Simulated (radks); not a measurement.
Values are calculated unless marked as measured or tabulated.
Task: K V, configuration [Ne] 3s2 3p3. Code: a radial shooting solver on a logarithmic mesh with Libxc functionals. Model: non-relativistic Kohn-Sham, TPSS, spin-polarised, spherical densities, point nucleus; open shells are filled with parallel spins first; meta-GGA in the generalised Kohn-Sham scheme. Some entries of the table are withheld. Estimate them.

orbital  occ.  eigenvalue (hartree)  <r> (bohr)  r(max) (bohr)
1s up       1             -131.6082     0.08148        0.05352
1s down     1             -131.5720     0.08146        0.05352
2s up       1             -15.28900      0.3884         0.3190
2s down     1             -15.26171      0.3881         0.3193
2p up       3             -12.66611         (1)            (2)
2p down     3             -12.62295         (3)            (4)
3s up       1              -3.37579       1.170          1.037
3s down     1              -3.15270       1.183          1.042
3p up       3              -2.70663       1.235          1.074
3p down     0              -2.49809       1.259          1.087
3d up       0              -1.71340         (5)          1.096
3d down     0              -1.54292         (6)          1.133
4s up       0              -1.20850       2.700          2.560

Result: 
(1) 2p up <r> (bohr): 0.3500
(2) 2p up r(max) (bohr): 0.2623
(3) 2p down <r> (bohr): 0.3499
(4) 2p down r(max) (bohr): 0.2628
(5) 3d up <r> (bohr): 1.371
(6) 3d down <r> (bohr): 1.428
